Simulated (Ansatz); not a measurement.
`O[SiH](F)[SiH2]I` + H₂O → `O[SiH2]I` + `O[SiH2]F`  (formal hydrolysis of the Si–Si bond)

Isolated molecules relaxed with PBE0-D4/def2-TZVP in Ansatz; ΔE leaves out vibrations. CCSD(T)/CBS is the MP2 limit (def2-TZVPP, def2-QZVPP) plus CCSD(T) − MP2 in def2-TZVPP, frozen cores. This one scheme is used for every species. Functionals use def2-TZVPP. Elements past krypton have def2 core potentials. For I outer-core shells are correlated without core-valence functions, which leaves a few kJ/mol of doubt a bond. One conformer a species, not always the lowest.

CCSD(T)/CBS gives -96.8 kJ/mol.

(1) Another level gave -82.5 kJ/mol. Which?
A. PBE/def2-TZVPP
B. PBE-QIDH/def2-TZVPP
C. B2PLYP/def2-TZVPP
D. BLYP-D4/def2-TZVPP

Largest T1 diagnostic among the species: 0.011.

## Answers

(1) A. PBE -82.5, PBE-QIDH -99.1, B2PLYP -109.6, BLYP-D4 -91.5 kJ/mol.

From PBE to PBE0 (25 % exact exchange), in def2-TZVPP and without D4, ΔE moves by −6.6 kJ/mol. In def2-TZVPP, CCSD(T) changes the Hartree–Fock value by +29.3 kJ/mol (the triples alone add +4.2 kJ/mol) and MP2 by +22.1 kJ/mol.
